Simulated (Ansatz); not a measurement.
Basis-set series for CH7ClSiSn (`[CH3][SnH]([SiH3])[Cl]`). Charge 0, multiplicity 1. Sn takes the def2 core potential. The geometry is a stationary point of PBE0-D4/def2-TZVP.

```csv
functional,basis,functions,energy (Eh),HOMO (eV),LUMO (eV)
PBE0-D4,def2-SVP,111,-1005.76112,-7.70,-0.55
PBE0-D4,def2-TZVPP,263,-1006.07820,-7.79,-0.76
ωB97M-V,def2-SVP,111,-1005.93655,-9.70,1.28
ωB97M-V,def2-TZVPP,263,-1006.25829,-9.82,0.94
```

Problem. Give the rows for def2-QZVPP. (Estimate.)

Solution. Computed: 
```tsv
functional	basis	functions	energy (Eh)	HOMO (eV)	LUMO (eV)
PBE0-D4	def2-QZVPP	489	-1006.10620	-7.81	-0.83
ωB97M-V	def2-QZVPP	489	-1006.28515	-9.84	0.73
```

Positive LUMOs are unbound and depend on the basis.
